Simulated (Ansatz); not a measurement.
Basis-set series for `C[N]=[W](=[O])([OH])[N](C)C`. Charge 0, multiplicity 1. W takes the def2 core potential. The structure was optimised at the PBE0-D4/def2-TZVP level. It is one conformer, not always the lowest.

```tsv
functional	basis	functions	energy (Eh)	HOMO (eV)	LUMO (eV)
PBE0-D4	def2-TZVPP	413	-447.26884	-6.83	-0.52
PBE0-D4	def2-QZVPP	780	-447.29098	-6.85	-0.57
ωB97M-V	def2-TZVPP	413	-447.44878	-9.07	1.37
ωB97M-V	def2-QZVPP	780	-447.47014	-9.09	0.83
```

**Question.** Give the rows for def2-SVP. (Estimate.)

**Answer.** The calculation gave: 
```
functional     basis  functions  energy (Eh)  HOMO (eV)  LUMO (eV)
   PBE0-D4  def2-SVP        180   -446.80324      -6.74      -0.48
   ωB97M-V  def2-SVP        180   -446.96498      -8.97       1.59
```

Positive LUMOs are unbound and depend on the basis.

Results of the Gaussian-basis code of Ansatz.
